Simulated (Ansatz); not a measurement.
A nudged elastic band was laid between two geometries of H2 + H2O2Zn (7 atoms, charge 0, multiplicity 1).

Computed with RKS BLYP-D4/def2-SVP in Ansatz.

```yaml
movable_images: 5
climbing_image: yes
spring: 5.0 eV/Å²
optimiser: quadratic models (default)
start_path: through a guess of the saddle point
force_threshold: 0.05 eV/Å
iteration_limit: 60
end_points: relaxed
```

First end point:

```xyz
7
Properties=species:S:1:pos:R:3
Zn -0.505 -0.014 -0.171
O -0.258 0.345 1.574
H -0.475 -0.431 2.129
O -0.855 -0.180 -1.916
H -0.058 -0.465 -2.407
H 2.607 -0.822 1.844
H 1.923 -0.474 1.775
```

Last end point:

```xyz
7
Properties=species:S:1:pos:R:3
Zn 1.360 -0.314 0.024
O -0.075 0.073 1.718
H -0.685 -0.008 0.920
O -0.337 -0.468 -0.706
H -0.489 -0.270 -1.647
H 2.871 -0.331 0.267
H -0.266 -0.723 2.253
```

Task: Which bonds break or form, and what moves?

Result: Bonds broken: H6–H7. Bonds formed: Zn1–H6, O2–H7. H2 + H2O2Zn becomes H4O2Zn.

Task: What energy profile does the band end with?

Result: The forces met the threshold. The highest image is number 2 of 0 to 6, 81.1 kJ/mol above the first end and 132.3 kJ/mol above the last; the last end lies 51.2 kJ/mol below the first. A vibrational analysis at the climbing image gives one clearly imaginary mode, 1122i cm⁻¹: a first-order saddle point. The orbitals stay closed-shell, which can raise the energy where a bond breaks towards radicals; this wasn't checked here.

| image | path coordinate (Å) | energy (kJ/mol) | H6–H7 (Å) | Zn1–H6 (Å) | O2–H7 (Å) |
| --- | --- | --- | --- | --- | --- |
| 0 | 0.00 | 0.0 | 0.77 | 3.79 | 2.34 |
| 1 | 1.07 | 5.1 | 0.78 | 2.99 | 2.16 |
| 2 | 2.14 | 81.1 | 1.02 | 1.93 | 1.30 |
| 3 | 3.05 | -8.1 | 1.94 | 1.57 | 0.99 |
| 4 | 3.96 | -24.0 | 2.73 | 1.55 | 0.98 |
| 5 | 4.88 | -38.1 | 3.29 | 1.53 | 0.98 |
| 6 | 5.79 | -51.2 | 3.73 | 1.53 | 0.98 |

Task: What is the geometry of the highest image?

Result: 
```xyz
7
Properties=species:S:1:pos:R:3:forces:R:3
Zn 0.249 -0.203 -0.028 0.03 -0.01 0.00
O 0.044 0.203 1.892 -0.02 0.03 0.03
H -0.559 -0.358 2.426 0.00 -0.02 -0.01
O -0.540 -0.238 -1.649 -0.03 0.01 -0.02
H 0.094 -0.510 -2.341 0.02 0.00 0.01
H 1.885 -0.610 0.913 0.01 0.00 -0.01
H 1.204 -0.324 1.614 -0.01 -0.01 -0.01
```

Task: What are the harmonic wavenumbers there?

Result: 1122i, 137, 152, 218, 390, 508, 650, 686, 696, 798, 1288, 1569, 1726, 3625, 3667 cm⁻¹.

Time of the run: 3.2 min on 1 thread of Arm Neoverse V2, with other jobs on the host, peak memory 0.14 GiB.
